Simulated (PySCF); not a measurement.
CH4MoO2S, SMILES [CH3][Mo](=[O])(=[O])[SH], multiplicity 1.

Geometry optimised at PBE0-D3(BJ)/def2-SVP. The multiplicity is an assumed one; no other spin state was optimised. The structure was generated by enumeration; whether it is a known compound was not checked. The def2 effective core potentials stand for the cores of Mo; spin–orbit coupling is left out. The values are those of a single conformer.

Two levels are set side by side: TDA-PBE/def2-SVPD (PySCF) and TDA-B3LYP/def2-SVPD (PySCF). Vertical, same geometry. The lowest singlet is HOMO−1→LUMO 71 %, HOMO→LUMO 21 % with PBE and HOMO−1→LUMO 82 %, HOMO→LUMO 15 % with the other functional; states are paired by order. Differences are taken from unrounded values.

| quantity | TDA-B3LYP | TDA-PBE | TDA-PBE minus TDA-B3LYP |
|---|---|---|---|
| lowest singlet excitation (eV) | 4.09 | 3.97 | -0.12 |
| lowest triplet excitation (TDA) (eV) | 3.35 | 3.20 | -0.15 |

Rough cost on one machine, each run with all the roots and properties that it gave: TDA-B3LYP against TDA-PBE about 2 times.
